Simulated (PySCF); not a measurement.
Question: Give a GFN2-xTB geometry of `O=S1(=O)CC[C@@H](C(F)(F)F)O1`.

Answer: 
```
atom  x, y, z in Å
O1    -1.7990    2.3676   -0.4297
S2    -1.4106    1.2430    0.3416
O3    -2.0308    1.0251    1.6055
C4    -1.3547   -0.3299   -0.5602
C5    -0.3130   -1.0356    0.2755
C6     0.7700    0.0232    0.5883
C7     1.8988   -0.0353   -0.4566
F8     1.4482    0.1420   -1.7029
F9     2.8444    0.8722   -0.2396
F10    2.4994   -1.2378   -0.4384
O11    0.2173    1.3043    0.5483
H12   -1.0430   -0.1241   -1.5786
H13   -2.3307   -0.7970   -0.5266
H14    0.1294   -1.9011   -0.2192
H15   -0.7692   -1.3528    1.2141
H16    1.2360   -0.1547    1.5671
```

Orientation and origin are arbitrary. Atoms count from 1 in this order. The 5-membered ring S2–C4–C5–C6–O11 has internal angles of 93.7° to 111.2°; it is puckered, 0.21 Å rms from its mean plane, widest ring torsion 41°. Of the pairs four or more bonds apart, F10···H14 is among the closest relative to their van der Waals radii: 2.47 Å, 93 % of the sum of Bondi's values. S2 (sulfonyl sulfur) has angles from 93.7° to 119.0°. The 3 C–C bonds span 1.510 Å (C4–C5, drawn single) to 1.547 Å (C5–C6, drawn single), a spread of 0.037 Å.

Bonds between heavy atoms (Å): O1=S2 1.418, S2=O3 1.425, S2–C4 1.814, C4–C5 1.510, C5–C6 1.547, C6–C7 1.539, C7–F8 1.337, C7–F9 1.328, C7–F10 1.344, C6–O11 1.396, S2–O11 1.642.

The geometry is computed with GFN2-xTB (gas phase).

Point group: C1 (no symmetry element, even within 0.4 Å). No GFN2-xTB frequencies stand behind this structure, so it isn't proved a minimum. The numbers are those of one conformer (O1–S2–C4–C5 153°, S2–C4–C5–C6 -41°, C4–C5–C6–C7 -93°, C5–C6–O11–S2 6°).
